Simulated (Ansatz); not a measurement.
CH6FGeNO can be A, `[OH][GeH2][NH]CF`, or B, `N[C](O)(F)[GeH3]`.

Isolated molecules relaxed with PBE0-D4/def2-TZVP in Ansatz; ΔE leaves out vibrations. CCSD(T)/CBS is the MP2 limit (def2-TZVPP, def2-QZVPP) plus CCSD(T) − MP2 in def2-TZVPP, frozen cores. DFT in def2-TZVPP. B3LYP here is the variant with VWN-RPA as its local correlation; programs differ in this. For Ge outer-core shells are correlated without core-valence functions, which leaves a few kJ/mol of doubt a bond. Scalar relativity is left out up to krypton. Each species was taken in one conformer, which may not be the lowest.

A:

```xyz
11

O     0.3002    0.4610    2.1880
Ge   -0.9353    0.3444    0.9162
N    -0.1989    0.5343   -0.7649
C     0.5269   -0.5367   -1.3005
F     1.6805   -0.8498   -0.5419
H     1.0660   -0.0792    1.9725
H    -1.5891   -1.0475    0.9057
H    -1.8881    1.5086    1.1875
H     0.2244    1.4323   -0.9527
H     0.8864   -0.3171   -2.3082
H    -0.0731   -1.4502   -1.3017
```

B:

```xyz
11

N    -0.178   -0.436   -1.399
C    -0.361    0.302   -0.194
O     0.155    1.587   -0.183
F    -1.737    0.390   -0.031
Ge    0.419   -0.666    1.373
H    -0.768   -0.078   -2.144
H     0.791   -0.427   -1.688
H    -0.170    2.056   -0.964
H     1.876   -1.018    1.030
H     0.368    0.235    2.611
H    -0.395   -1.947    1.590
```

(1) Which is lower in electronic energy at CCSD(T)/CBS, and by how much? (Best estimate.)

(2) Give E(B) − E(A) in kcal/mol with ωB97M-V, MP2/def2-TZVPP, PBE-D4, CCSD(T)/def2-TZVPP, HF/def2-TZVPP, PBE0-D4, B3LYP-D4. (Best estimate.)

Largest T1 diagnostic: 0.012.

Results:

(1) Computed: A, by 30.8 kcal/mol.

(2) Ansatz gave: ωB97M-V 28.7, MP2/def2-TZVPP 33.1, PBE-D4 26.8, CCSD(T)/def2-TZVPP 30.8, HF/def2-TZVPP 33.3, PBE0-D4 27.7, B3LYP-D4 29.7. None reverses the order clearly.

From PBE to PBE0 (25 % exact exchange), in def2-TZVPP and without D4, E(B) − E(A) moves by +0.9 kcal/mol.
